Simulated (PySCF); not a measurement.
# Broadened absorption spectrum of H7OPSi2

H7OPSi2.
Atom-mapped SMILES: `[SiH3:1][O:2][SiH2:3][PH2:4]` (hydrogens: H5, H6, H7 on Si1; H8, H9 on Si3; H10, H11 on P4)

Method used: TDDFT CAM-B3LYP/def2-SVPD, vertical, gas phase, core orbitals frozen in the response (PySCF 2.14.0, density-fitted response routines). One conformer (not necessarily the lowest) at the PBE0-D3(BJ)/def2-SVP geometry, without solvent, vibrations or thermal averaging. Torsions of this conformer, `[SiH3:1][O:2][SiH2:3][PH2:4]`: Si1–O2–Si3–P4 47°, H–P4–Si3–O2 81°, H–P4–Si3–O2 175°.

Broadening: Gaussians 0.25 eV wide at half height, area fixed by f = 4.319×10⁻⁹ ∫ε dν̃. The width is an assumption, not a result. The curve ends short of the highest state used, and states not computed would add to its high-energy end.

```csv
E (eV),ε (L mol⁻¹ cm⁻¹)
5.93,5
5.99,29
6.05,130
6.11,426
6.16,899
6.22,1645
6.28,2200
6.34,2204
6.40,1818
6.46,1587
6.52,1745
6.58,1948
6.64,1771
6.69,1366
6.75,936
6.81,862
6.87,1131
6.93,1811
6.99,3857
7.05,9152
7.11,18276
7.17,27469
7.23,30232
7.28,25699
7.34,15805
7.40,7114
7.46,2454
7.52,866
7.58,581
7.64,628
```

Question: Where are the band maxima, and which computed states make them?

Answer: 197 nm (6.31 eV), ε about 2300, made up of S1 (98%); 188 nm (6.59 eV), ε about 2000, made up of S2 (96%); 172 nm (7.22 eV), ε about 30000, made up of S4 (99%) (ε in L mol⁻¹ cm⁻¹; maxima over ε = 5, shares over 10%). At its high-energy end, 7.64 eV, the curve is still rising (ε about 630, from S6 and S7). The states used: S1 6.30 eV (f 0.021); S2 6.60 eV (f 0.017); S3 6.92 eV (f 0.0096); S4 7.22 eV (f 0.279); S5 7.26 eV (f 0.0030); S6 7.62 eV (f 0.0045); S7 7.89 eV (f 0.014); S8 7.95 eV (f 0.022); S9 8.02 eV (f 0.017); S10 8.24 eV (f 0.109).

Question: Coming from long wavelengths, where does ε first pass 100 L mol⁻¹ cm⁻¹?

Answer: At about 205 nm (6.04 eV), 0.26 eV below S1.

Question: What would ε be at 7.22 eV, the highest of these maxima, with half the width (0.125 eV)?

Answer: About 60700 L mol⁻¹ cm⁻¹ against 30400, a factor of about 1.99; a lone state at its own centre would give exactly 2.

Question: On this curve, what absorbance would a 10⁻⁵ mol/L sample give at 193 nm over a 1 cm path?

Answer: 193 nm is 6.424 eV, where ε is about 1700 L mol⁻¹ cm⁻¹, so A = ε c l ≈ 0.017 (Beer–Lambert, with the gas-phase spectrum and the assumed width).

All these states lie below the vertical ionisation energy of 9.68 eV (ΔSCF).
